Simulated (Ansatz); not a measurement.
Start from `[OH][Hf]([OH])([OH])[I]` and change one atom or group to get `[CH3][Hf]([OH])([OH])[OH]`.

Ansatz, PBE0-D4/def2-TZVP geometries, multiplicity 1. Each molecule was computed in one conformer, which needn't be the lowest.

Elements past krypton have def2 core potentials.  Spin–orbit coupling is left out; it splits and shifts lone-pair levels of the heavy atoms by tenths of an eV.

```tsv
property	`[OH][Hf]([OH])([OH])[I]`
zero-point energy (PBE0-D4/def2-TZVP) / kJ/mol	98.5
HOMO energy (ωB97M-V/def2-TZVPP) / eV	-9.36
HOMO–LUMO gap (PBE0/def2-TZVPP) / eV	7.03
ideal-gas entropy at 298 K and 1 bar (rigid rotor, harmonic PBE0-D4/def2-TZVP) / J/(mol·K)	419
size of the dipole moment (PBE/def2-TZVPP) / D	3.95
HOMO–LUMO gap (B3LYP/def2-TZVPP) / eV	6.46
```

(1) Give the same properties after the change, and the shifts. (Best estimate.)

## Answers

(1) Computed: 
| property | `[CH3][Hf]([OH])([OH])[OH]` | shift |
| --- | --- | --- |
| zero-point energy (PBE0-D4/def2-TZVP) / kJ/mol | 187.1 | 88.6 |
| HOMO energy (ωB97M-V/def2-TZVPP) / eV | -9.49 | -0.13 |
| HOMO–LUMO gap (PBE0/def2-TZVPP) / eV | 7.24 | 0.21 |
| ideal-gas entropy at 298 K and 1 bar (rigid rotor, harmonic PBE0-D4/def2-TZVP) / J/(mol·K) | 411 | -8 |
| size of the dipole moment (PBE/def2-TZVPP) / D | 2.25 | -1.70 |
| HOMO–LUMO gap (B3LYP/def2-TZVPP) / eV | 6.68 | 0.22 |

With PBE0 the HOMO rises by 0.07 eV and the LUMO rises by 0.28 eV, so the gap widens by about 0.21 eV. PBE moves the HOMO by 0.24 eV and ωB97M-V by -0.13 eV. The zero-point energy changes by 88.6 kJ/mol with +9 modes. Dipoles are sizes alone; their direction can turn.

B3LYP here is the variant with VWN-RPA as its local correlation; programs differ in this.
